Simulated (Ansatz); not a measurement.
Reaction (ligand exchange at the Si–I bond): `C[Si](F)(F)I` + `[OH][AlH2]` → `C[Si](F)(F)[O][AlH2]` + HI

Program: Ansatz. Geometries: PBE0-D4/def2-TZVP. ΔE: electronic, gas phase. CCSD(T)/CBS adds triple-zeta CCSD(T) − MP2 to the extrapolated MP2 energy (def2 sets, frozen cores). This one scheme is used for every species. DFT in def2-TZVPP. B3LYP here is the variant with VWN-RPA as its local correlation; programs differ in this. def2 core potentials past Kr. For I outer-core shells are correlated without core-valence functions, which leaves a few kJ/mol of doubt a bond. Each species was taken in one conformer, which may not be the lowest.

| level | ΔE (kcal/mol) | difference from CCSD(T)/CBS |
| --- | --- | --- |
| PBE0-D4 | -12.9 | 1.9 |
| B2PLYP | -16.0 | -1.2 |
| PBE | -11.1 | 3.7 |
| r2SCAN | -14.4 | 0.4 |
| B3LYP | -16.1 | -1.3 |
| MP2/def2-TZVPP | -14.4 | 0.4 |
| SCS-MP2/def2-TZVPP | -16.3 | -1.5 |
| MP2/def2-QZVPP | -13.3 | 1.5 |
| MP2/CBS(def2) | -12.3 | 2.5 |
| CCSD/CBS(def2) | -15.8 | -1.0 |
| CCSD(T)/CBS | -14.8 | 0 |

Largest T1 diagnostic among the species: 0.012.

In def2-TZVPP, CCSD(T) changes the Hartree–Fock value by +4.2 kcal/mol (the triples alone add +1.0 kcal/mol) and MP2 by +6.7 kcal/mol. From PBE to PBE0 (25 % exact exchange), in def2-TZVPP and without D4, ΔE moves by −2.0 kcal/mol.
